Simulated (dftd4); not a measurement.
C₇H₈O, charge -1, doublet, geometry from GFN2-xTB (a state made from the parent by changing its charge; the spin is typed, not shown lowest); D4 for bp86 (dftd4 4.2.0).

The dftd4 input:
```
$ dftd4 mol.xyz --func bp86 --charge -1 --json dftd4.json --noedisp --grad

# file mol.xyz
16

C     -2.77121118     0.23994044    -0.12958900
O     -1.72656556    -0.47586576    -0.69640917
C     -0.41480403    -0.18609183    -0.23796529
C      0.57638089    -0.93693092    -0.84633274
C      1.95745203    -0.72101169    -0.45145035
C      2.23818130     0.22105693     0.51308302
C      1.24591567     0.96727554     1.11675891
C     -0.14392109     0.75840415     0.72765808
H     -3.69040157    -0.11864350    -0.60395580
H     -2.84707108     0.07724334     0.95580377
H     -2.68021740     1.32166249    -0.30819494
H      0.32250921    -1.66874338    -1.60032154
H      2.74106856    -1.30475941    -0.92271470
H      3.27619734     0.38445309     0.81097107
H      1.47210552     1.70835316     1.87621521
H     -0.90962762     1.35150459     1.21049448
```

What the program printed (banner, timings and long lists left out):

```
                    ____  _____ _____     ____  _  _
      -------------|  _ \|  ___|_   _|---|  _ \| || |------------
     |             | | | | |_    | | ___ | | | | || |_           |
     |             | |_| |  _|   | ||___|| |_| |__   _|          |
     |             |____/|_|     |_|     |____/   |_|            |
     |             ===================================           |
     |            E. Caldeweyher, S. Ehlert & S. Grimme          |
     |          Mulliken Center for Theoretical Chemistry        |
     |                    University of Bonn                     |
      -----------------------------------------------------------

Rational (Becke-Johnson) damping: bp86-D4-ATM
---------------------
  s6         1.0000
  s8         3.3550
  s9         1.0000
  a1         0.4365
  a2         4.9241
 alp        16.0000
--------------------

Dispersion energy:      -2.2041899854019E-02 Eh

Gradient norm:           1.3859578664479E-03 Eh/a0
--------------------------------------------------
     #    Z           dE/dx      dE/dy      dE/dz
--------------------------------------------------
     1    6 C    -6.425E-04  1.543E-04  6.711E-05
     2    8 O    -4.134E-04 -1.245E-04 -1.771E-04
     3    6 C    -1.386E-04 -5.722E-05 -7.463E-05
     4    6 C     1.895E-04 -3.141E-04 -2.843E-04
     5    6 C     4.252E-04 -2.119E-04 -1.525E-04
     6    6 C     4.476E-04  5.893E-05  1.171E-04
     7    6 C     3.164E-04  2.997E-04  3.368E-04
     8    6 C    -5.469E-05  2.221E-04  2.114E-04
     9    1 H    -1.129E-04 -5.155E-06 -1.998E-05
    10    1 H    -1.340E-04 -1.126E-05 -3.598E-05
    11    1 H    -1.350E-04 -1.840E-05 -2.872E-05
    12    1 H     8.678E-06 -1.135E-04 -1.106E-04
    13    1 H     1.100E-04 -7.254E-05 -5.689E-05
    14    1 H     1.263E-04  1.889E-05  3.526E-05
    15    1 H     5.463E-05  9.901E-05  1.047E-04
    16    1 H    -4.726E-05  7.565E-05  6.824E-05
--------------------------------------------------

Virial:
--------------------------------------------------
      component           x          y          z
--------------------------------------------------
          x       1.304E-02 -5.814E-04  1.151E-03
          y      -5.814E-04  2.955E-03  2.849E-03
          z       1.151E-03  2.849E-03  2.940E-03
--------------------------------------------------

[Info] Dispersion results written to 'dftd4.txt'
[Info] JSON dump of results written to 'dftd4.json'
```
